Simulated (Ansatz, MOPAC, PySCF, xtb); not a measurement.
Dimer: HF (SMILES F) (first 2 atoms) with CH4S (SMILES CS); geometry from B3LYP-D3(BJ)/def2-TZVP, rigid monomers moved along the line of their centres of mass till H2···S4 is 3.03 Å.
(charge 0, multiplicity 1):
```xyz
8

F      0.3113     0.5176    -0.5861
H      0.4766     0.0595     0.2238
C      0.2688     1.0426     3.6668
S      0.6661    -0.6649     3.1590
H     -0.0984     1.0636     4.6897
H      1.2032     1.5973     3.6097
H     -0.4508     1.4895     2.9858
H     -0.5809    -1.1603     3.2261
```

Counterpoise-corrected where a basis set is named; no monomer relaxation.

Rows in 6-31G* carry no dispersion term and start afresh at each structure (6-31G* with six Cartesian d functions). The state that AM1 reach isn't checked.

The values were computed with Ansatz (Gaussian basis) for Hartree–Fock, density functionals and correlated methods; MOPAC for AM1 (differences of heats of formation); PySCF for 6-31G* rows; xtb for the GFN methods. Values without a source in brackets are computed.

**Question.** One of these levels gives -2.25 kcal/mol for the interaction energy. Which?
A. HF/6-31G*
B. r2SCAN/def2-TZVPPD
C. GFN2-xTB
D. AM1

**Answer.** C, GFN2-xTB. The others give -1.50 (AM1), -3.18 (HF/6-31G*), -3.89 (r2SCAN/def2-TZVPPD)

Ansatz is an electronic-structure program.
